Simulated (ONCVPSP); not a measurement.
# An all-electron radial function and its pseudo partner (iron (Fe))

Columns: radius, all-electron u(r) and pseudo u(r) of the 3p shell (level -60.04 eV) of iron in the configuration [Ne] 3s2 3p6 3d6 4s2; PBE, scalar-relativistic, ONCV scheme, ONCVPSP 4.0.1.

| r (bohr) | all-electron | pseudo |
| --- | --- | --- |
| 0.068 | -0.3797 | 0.0276 |
| 0.135 | -0.6068 | 0.1063 |
| 0.202 | -0.4791 | 0.2292 |
| 0.270 | -0.1525 | 0.3861 |
| 0.338 | 0.2222 | 0.5585 |
| 0.405 | 0.5542 | 0.7264 |
| 0.473 | 0.8182 | 0.8808 |
| 0.540 | 0.9990 | 1.0063 |
| 0.608 | 1.1093 | 1.0984 |
| 0.675 | 1.1580 | 1.1484 |
| 0.742 | 1.1612 | 1.1574 |
| 0.810 | 1.1309 | 1.1301 |
| 0.878 | 1.0777 | 1.0776 |
| 0.945 | 1.0114 | 1.0113 |
| 1.013 | 0.9365 | 0.9363 |
| 1.080 | 0.8596 | 0.8594 |
| 1.148 | 0.7818 | 0.7817 |
| 1.215 | 0.7075 | 0.7074 |
| 1.283 | 0.6360 | 0.6359 |
| 1.350 | 0.5702 | 0.5701 |
| 1.418 | 0.5085 | 0.5085 |
| 1.485 | 0.4529 | 0.4528 |
| 1.553 | 0.4016 | 0.4016 |
| 1.620 | 0.3561 | 0.3560 |
| 1.688 | 0.3145 | 0.3144 |
| 1.755 | 0.2778 | 0.2778 |

Task: How many radial nodes do the two functions have?

Result: The all-electron 3p function has n − l − 1 = 1; the pseudo-wave has 0, since the states of the same l below it are removed with the core.

Task: At about which radius was the pseudo-wave matched?

Result: 0.90 bohr, where the columns begin to agree (steps of 0.07 bohr).

Task: Is the pseudo-wave norm-conserving?

Result: Yes: the ONCV scheme keeps the norm inside the radius equal to the all-electron one, which fixes the energy derivative of the logarithmic derivative at the level.
